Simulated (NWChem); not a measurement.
Species: SiN2H4, singlet; SMILES [Si](N)N

```xyz
7

Si     0.0000     0.0000    -0.6670
N      1.3343     0.0000     0.4564
H      1.3026     0.0000     1.4815
H      2.2963     0.0000     0.1117
N     -1.3343     0.0000     0.4564
H     -2.2963     0.0000     0.1117
H     -1.3026     0.0000     1.4815
```
Atoms are numbered in this order, from 1.

Program: NWChem. Pople sets run with spherical d functions. Low-valent species are run as closed-shell singlets; no triplet was tried in these runs. All runs use the structure optimised with PBE-D3(BJ)/def2-SVP. Level: M05-2X/6-31G* with SMD (1 M gas to 1 M solution), gas-phase geometry. Reactions with the solvent are ignored.

| solvent | dielectric constant | solvation free energy (kcal/mol) | cavity-dispersion-structure term (kcal/mol) | dipole in solution (D) |
|---|---|---|---|---|
| water | 78.4 | -5.0 | 2.7 | 3.05 |
| anisole | 4.22 | -4.5 | 1.3 | 2.85 |
| ethyl acetate | 5.99 | -5.4 | 0.9 | 2.91 |
| cyclohexanone | 15.6 | -5.7 | 1.5 | (withheld) |
| diethyl ether | 4.24 | -5.3 | 0.5 | 2.85 |
| dimethyl sulfoxide | 46.8 | -5.5 | 2.0 | 3.04 |

Question: Complete the blanks.

Answer: 
- cyclohexanone, dipole in solution (D): 3.00
